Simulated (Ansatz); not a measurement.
Gas-phase electronic energies from Ansatz, PBE0-D4/def2-TZVP geometries. CCSD(T)/CBS adds triple-zeta CCSD(T) − MP2 to the extrapolated MP2 energy (def2 sets, frozen cores). Functionals use def2-TZVPP. Each species was taken in one conformer, which may not be the lowest.

Reaction (substitution at a C–C bond): `F[SiH2]CC[SiH3]` + `O[SiH2]S` → `O[SiH2]SC[SiH3]` + `C[SiH2]F`

| species | B2PLYP energy (Eh) |
| --- | --- |
| `F[SiH2]CC[SiH3]` | -760.23523 |
| `O[SiH2]S` | -765.14987 |
| `O[SiH2]SC[SiH3]` | -1095.00771 |
| `C[SiH2]F` | -430.37757 |

(1) Work out ΔE.

Largest T1 diagnostic among the species: 0.012.

Answers

(1) ΔE = (-1095.00771) + (-430.37757) − (-760.23523) − (-765.14987) = -0.00018 Eh = -0.5 kJ/mol. CCSD(T)/CBS gives -1.4 kJ/mol.
